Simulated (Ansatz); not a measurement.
Basis sets compared for BiH2(iPr) (C3H9Bi). Total charge 0; singlet. Geometry PBE0-D4/def2-SVP. Ansatz on 4 threads of Arm Neoverse V2 on a shared host; times are rough, and most runs start from earlier orbitals.

Cartesian coordinates in Å:
```
Bi -0.203 -0.463 -2.116
H -1.324 0.888 -2.511
H 1.197 0.522 -2.672
C 0.040 0.248 0.066
C 1.267 -0.403 0.679
C -1.234 -0.042 0.839
H 0.192 1.335 -0.014
H 2.189 -0.154 0.131
H 1.179 -1.503 0.704
H 1.405 -0.071 1.724
H -1.140 0.296 1.888
H -2.109 0.468 0.408
H -1.458 -1.122 0.873
```

In the def2 sets Bi takes a core potential; there is no spin–orbit coupling.

Binding counts from free atoms (Bi quartet, H doublet, C triplet) in the same basis, without a counterpoise term.

```json
{"level": "PBE-D4/def2-SVP", "functions": "113", "energy (Eh)": "-334.1058", "HOMO (eV)": "-5.71", "LUMO (eV)": "-0.84", "binding per atom (eV)": "3.63", "wall time": "0.95 s"}
{"level": "PBE0-D4/def2-SVP", "functions": "113", "energy (Eh)": "-334.1081", "HOMO (eV)": "-6.71", "LUMO (eV)": "-0.09", "binding per atom (eV)": "3.58", "wall time": "1.2 s"}
```

Problem. Estimate the rows for PBE-D4/def2-TZVP, PBE0-D4/def2-TZVP.

Solution. 
| level | functions | energy (Eh) | HOMO (eV) | LUMO (eV) | binding per atom (eV) | wall time |
| --- | --- | --- | --- | --- | --- | --- |
| PBE-D4/def2-TZVP | 197 | -334.2475 | -5.78 | -1.07 | 3.61 | 1.6 s |
| PBE0-D4/def2-TZVP | 197 | -334.2442 | -6.75 | -0.33 | 3.56 | 1.9 s |
